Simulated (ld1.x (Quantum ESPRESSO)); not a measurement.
**Building the TM potential for zirconium (Zr) (Wu–Cohen, scalar-relativistic).**

* Element: Zr
* Generator: ld1.x (Quantum ESPRESSO) 7.5
* Type: norm-conserving Troullier–Martins (Kleinman–Bylander form)
* Functional: Wu–Cohen
* Relativity: scalar-relativistic
* Frozen core: [Kr]
* Valence charge: 4
* Reference configuration: 4d2 5s0.5 5p0 (charge +1.5)
* Partial waves: 5p (bound, empty): rc 2.60 bohr; 4d (bound): rc 2.05 bohr; 5s (bound): rc 2.65 bohr
* Local potential: the s channel
* Core correction: none

- Cutoffs needed: 30 Ry and 35 Ry (the cutoffs (Ry, on a coarse ladder) from which the occupation-weighted sum of valence levels, in a spherical-Bessel basis at the reference potential, stays within 10 and 1 mRy of its value at 400 Ry)
- Ghost test: ghost state, extra bound levels that the all-electron valence spectrum of the same l lacks: p at -142.6 eV; a true bound ghost makes a file unfit for plane-wave use (spherical-Bessel basis up to 400 Ry, 20 bohr box)
- Largest excitation error: +34 meV (all-electron minus pseudo) for 4d2 5s0 5p0, out of 7 test configurations
